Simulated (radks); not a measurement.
Isoelectronic series with 12 electrons, each ion in its NIST ground configuration. All-electron calculation, scalar-relativistic Kohn-Sham, r2SCAN, spin-polarised, spherical densities, finite nucleus; meta-GGA in the generalised Kohn-Sham scheme; Fermi nuclear charge, rms radius of each element as measured or else 0.836 A^(1/3) + 0.57 fm. Program: a radial shooting solver on a logarithmic mesh with Libxc functionals. Total energies (hartree) and orbital eigenvalues (Ry):

ion,configuration,E (hartree),3s,2p,2s
Mg,[Ne] 3s2,-200.37071,-0.35414,-3.53748,-6.10150
Si2+,[Ne] 3s2,-289.07667,-2.11077,-8.74869,-12.11566
S4+,[Ne] 3s2,-394.95583,-4.86233,-16.08970,-20.28641
Ar6+,[Ne] 3s2,-518.02240,-8.54952,-25.48625,-30.54005
Ca8+,[Ne] 3s2,-658.33245,-13.15697,-36.91964,-42.86273
Ti10+,[Ne] 3s2,-815.96217,-18.68058,-50.38475,-57.25643
Cr12+,[Ne] 3s2,-991.00279,-25.12085,-65.88193,-73.73015
Fe14+,[Ne] 3s2,-1183.55831,-32.48070,-83.41438,-92.29715
Ni16+,[Ne] 3s2,-1393.74547,-40.76462,-102.9872,-112.9739
Zn18+,[Ne] 3s2,-1621.69255,-49.97831,-124.6067,-135.7794
Ge20+,[Ne] 3s2,-1867.54098,-60.12848,-148.2806,-160.7354
